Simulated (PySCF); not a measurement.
B(H)(Me)(Et), SMILES CBCC (C₃H₉B), singlet (PBE0/def2-SVP optimised geometry):

```
13

B      0.408     0.556     0.000
H     -0.156     1.636     0.000
C      1.974     0.556     0.000
H      2.450    -0.436     0.009
H      2.343     1.137     0.865
H      2.337     1.115    -0.882
C     -0.436    -0.764    -0.012
C     -1.954    -0.653     0.024
H     -0.059    -1.392     0.822
H     -0.099    -1.328    -0.907
H     -2.333    -0.075    -0.834
H     -2.295    -0.133     0.933
H     -2.450    -1.636     0.003
```

Method: PySCF with PBE0/def2-TZVP.

Task: What are the frontier orbital energies and the dipole moment?

Result: HOMO-2 -9.53 eV, HOMO-1 -8.77 eV, HOMO -8.31 eV, LUMO -0.69 eV, LUMO+1 1.09 eV; dipole moment 0.56 D.

Meta-Löwdin charges at PBE0/def2-TZVP: B1 0.15, H2 -0.01, C3 -0.46, H4 0.11, H5 0.14, H6 0.14, C7 -0.31, C8 -0.33, H9 0.12, H10 0.13, H11 0.11, H12 0.11, H13 0.11.
